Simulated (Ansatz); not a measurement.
`C[CH2][Al][Cl]` radical, relaxed with UKS PBE-D4/def2-SVP in Ansatz from a rough embedded geometry. The force threshold is 0.03 eV/Å; the program also tests the step.

Charge 0, multiplicity 2.

Start:

```xyz
9

C    -0.885    0.120    0.096
C     0.222   -0.548   -0.635
Al    1.986    0.011    0.121
Cl    2.074    1.405    1.875
H    -0.823    1.273   -0.038
H    -1.909   -0.156   -0.383
H    -0.946   -0.116    1.170
H     0.090   -1.659   -0.482
H     0.190   -0.330   -1.724
```

(1) By how much does the energy fall, and how many steps does the optimiser take? (Best estimate.)

(2) Which bonds change most? (Estimate.)

(3) Give the relaxed structure. (Best estimate.)

Results:

(1) Ansatz gave: 0.25 eV, in 4 steps.

(2) Ansatz gave: Al3–Cl4 from 2.242 to 2.148 Å; C1–H5 from 1.163 to 1.109 Å; C1–H6 from 1.164 to 1.112 Å; C1–C2 from 1.486 to 1.532 Å.

(3) Ansatz gave: 
```xyz
9

C    -0.949    0.163    0.085
C     0.234   -0.531   -0.598
Al    2.040   -0.022    0.110
Cl    2.043    1.312    1.794
H    -0.906    1.265   -0.026
H    -1.920   -0.171   -0.341
H    -0.979   -0.044    1.175
H     0.176   -1.640   -0.506
H     0.261   -0.332   -1.693
```
